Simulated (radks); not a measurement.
Excited configurations of Pb43+: one electron is placed in a higher orbital outside [Kr] 4d2. The ground configuration is [Kr] 4d3. Calculated with a radial shooting solver on a logarithmic mesh with Libxc functionals: scalar-relativistic Kohn-Sham, PBE, spin-polarised, spherical densities, finite nucleus; open shells are filled with parallel spins first (spin-orbit coupling, left out, can overturn this in heavy ions); Fermi nuclear charge, rms radius 5.5012 fm. Excitation = E - E(ground); binding = E(ion) - E, where the ion is the core of charge +44; n* = 44/sqrt(2 binding) in atomic units. These energies are relativistic, and a one-electron ion of charge +44 with no core already has n* below n in this formula (scalar-relativistic equation, point nucleus: 5s 4.955, 6s 5.954, 6d 5.986, 6f 5.992, 7d 6.985, 7f 6.991). The quantum defect is therefore taken as that value minus n*, so that it holds no relativistic shift of the bare ion.

| outer orbital | excitation (eV) | binding (eV) | n* | quantum defect |
|---|---|---|---|---|
| 5s | 646.78 | 1506.0 | 4.182 | 0.773 |
| 6s | 1173.3 | 979.48 | 5.186 | 0.768 |
| 6d | 1293.8 | 858.97 | 5.538 | 0.448 |
| 6f | 1351.4 | 801.32 | 5.733 | 0.258 |
| 7d | 1536.5 | 616.20 | 6.538 | 0.447 |
| 7f | 1571.0 | 581.71 | 6.729 | 0.262 |

The Delta-SCF ionisation energy is 2152.7 eV (NIST Atomic Spectra Database: 2163 eV, theoretical). Self-interaction in the functional shifts the binding energies and quantum defects, so they are the method's values and not measured ones. Open shells are spherical and high-spin; term and fine-structure splittings are not resolved. Spin-orbit splitting is averaged out at the scalar-relativistic level.
